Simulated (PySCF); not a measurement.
**Constants of CuO⁻, step by step**

State: ¹Σ⁺, singlet, closed shell. De refers to Cu (3d10 4s1) + O⁻. RHF-based CCSD(T) in PySCF 2.14 with Cu aug-cc-pVDZ-PP with ECP10, O aug-cc-pVDZ and Cu aug-cc-pVTZ-PP with ECP10, O aug-cc-pVTZ (frozen core orbitals: 5; scalar-relativistic core potentials). Correlation energies are extrapolated as n⁻³ (n = 2, 3), Hartree–Fock as (n+1)·exp(−9√n). CV is the change on freezing 0 orbitals instead, in Cu cc-pwCVTZ-PP with ECP10, O cc-pwCVTZ.

```tsv
Level	Re (Å)	ωe (cm⁻¹)	ωexe (cm⁻¹)	αe (cm⁻¹)	De (eV)
CCSD(T)/DZ	1.6868	700.4	n/a	0.00523	2.993
CCSD(T)/TZ	1.6793	726.6	n/a	0.00489	3.131
HF/CBS	1.7045	619	4.41	n/a	-0.265
MP2/CBS	1.6627	955	n/a	n/a	4.262
CCSD/CBS	1.6687	712.3	6.51	0.00531	2.527
CCSD(T)/CBS	1.6786	733.0	n/a	0.00474	3.178
CCSD(T)/CBS+CV	1.6768	732.7	n/a	n/a	3.163
```

Problem. How much is left between CCSD(T)/TZ and the basis-set limit, and how much do the triples give at the limit?

Solution. CCSD(T)/CBS less CCSD(T)/TZ: -0.7 mÅ in Re, +6.4 cm⁻¹ in ωe and +0.047 eV in De. CCSD(T)/CBS less CCSD/CBS: +9.9 mÅ in Re, +20.7 cm⁻¹ in ωe and +0.651 eV in De.

Problem. What do the later terms add?

Solution. CV: -1.8 mÅ in Re, -0.3 cm⁻¹ in ωe and -0.015 eV in De, each against the row above.

The T1 diagnostic is 0.053, large enough to doubt a single reference. The open-shell atoms are computed with UHF. Spin–orbit coupling, excitations beyond (T) and corrections to the Born–Oppenheimer picture are left out.

The whole job (state search and all basis sets along the bond) took about 52 min on 4 threads of Arm Neoverse N1 (shared host), peak memory 6.7 GiB.
